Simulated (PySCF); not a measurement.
**F (fluorine, neutral) across methods**

[He] 2s1 2p6, 2S determinant (an excited configuration). Calculation: PySCF 2.14, in aug-cc-pVTZ with one added diffuse shell each of s, p, d, f type (6s5p4d3f, 62 functions); the non-relativistic Hamiltonian (point nucleus). The B2PLYP total includes its PT2 part (frozen core); its orbital energies are those of the SCF part.

```json
{"method": "CAM-B3LYP", "E (hartree)": "-99.0134", "mean ε 2s α (eV)": "-36.728", "mean ε 2p α (eV)": "-16.606", "mean ε 2p β (eV)": "-14.087", "Σ⟨r²⟩ (bohr²)": "11.05", "⟨S²⟩": "0.756"}
{"method": "UHF", "E (hartree)": "-98.52858", "mean ε 2s α (eV)": "-47.160", "mean ε 2p α (eV)": "-22.379", "mean ε 2p β (eV)": "-16.281", "Σ⟨r²⟩ (bohr²)": "10.88", "⟨S²⟩": "0.775"}
{"method": "M06", "E (hartree)": "-98.9901", "mean ε 2s α (eV)": "-35.464", "mean ε 2p α (eV)": "-15.067", "mean ε 2p β (eV)": "-12.242", "Σ⟨r²⟩ (bohr²)": "10.93", "⟨S²⟩": "0.758"}
{"method": "PBE", "E (hartree)": "-98.9695", "mean ε 2s α (eV)": "-31.346", "mean ε 2p α (eV)": "-12.411", "mean ε 2p β (eV)": "-10.658", "Σ⟨r²⟩ (bohr²)": "11.08", "⟨S²⟩": "0.754"}
{"method": "r2SCAN", "E (hartree)": "-98.9645", "mean ε 2s α (eV)": "-33.331", "mean ε 2p α (eV)": "-13.191", "mean ε 2p β (eV)": "-10.912", "Σ⟨r²⟩ (bohr²)": "10.91", "⟨S²⟩": "0.757"}
{"method": "B2PLYP", "E (hartree)": "-98.9524", "mean ε 2s α (eV)": "-39.731", "mean ε 2p α (eV)": "-17.771", "mean ε 2p β (eV)": "-13.951", "Σ⟨r²⟩ (bohr²)": "10.94", "⟨S²⟩": "0.762"}
{"method": "LDA", "E (hartree)": "-98.4327", "mean ε 2s α (eV)": "-31.040", "mean ε 2p α (eV)": "-12.550", "mean ε 2p β (eV)": "-10.882", "Σ⟨r²⟩ (bohr²)": "11.10", "⟨S²⟩": "0.753"}
{"method": "HSE06", "E (hartree)": "-98.9413", "mean ε 2s α (eV)": "-34.960", "mean ε 2p α (eV)": "-14.578", "mean ε 2p β (eV)": "-11.948", "Σ⟨r²⟩ (bohr²)": "10.95", "⟨S²⟩": "0.756"}
```

Q: Estimate the same row for PBE0.

A: E (hartree) = -98.9297; mean ε 2s α (eV) = -35.421; mean ε 2p α (eV) = -15.008; mean ε 2p β (eV) = -12.364; Σ⟨r²⟩ (bohr²) = 10.95; ⟨S²⟩ = 0.756.
